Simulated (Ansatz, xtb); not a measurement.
## Isomers of C6H5N in order of energy

3 gas-phase structures of C6H5N, from a drawn sample of its isomers (lower ones may exist). Each was relaxed with GFN2-xTB:

A. `C#C[C@@H]1C[C@H]1C#N`, a singlet
B. `C#C[C@@H]1C[C@@H]1C#N`, a singlet
C. `C#CC1(C#N)CC1`, a singlet

Task: Estimate their order in r2SCAN-D4/def2-SVP energy at these geometries, lowest first.

Result: Calculated order at r2SCAN-D4/def2-SVP: A (0.0), B (0.9), C (3.1) kcal/mol. Less than 1 kcal/mol parts A and B, so the order within that pair means little.

Energies above the lowest of each column, in kcal/mol; the last columns are at B3LYP/def2-SVP geometries:

```tsv
structure	GFN2-xTB	HF/STO-3G	r2SCAN-D4/def2-SVP	B3LYP/def2-SVP	CCSD(T)/def2-SVP + ΔMP2/def2-TZVPP
A	0.0	0.0	0.0	0.0	0.0
B	0.8	0.4	0.9	1.1	0.8
C	1.6	1.5	3.1	3.2	2.0
```

Every level run on A puts it lowest or level with the lowest. ΔMP2 is the change of the MP2 energy from the smaller to the larger basis.

Programs: Ansatz 0.2.0, xtb 6.7.1.
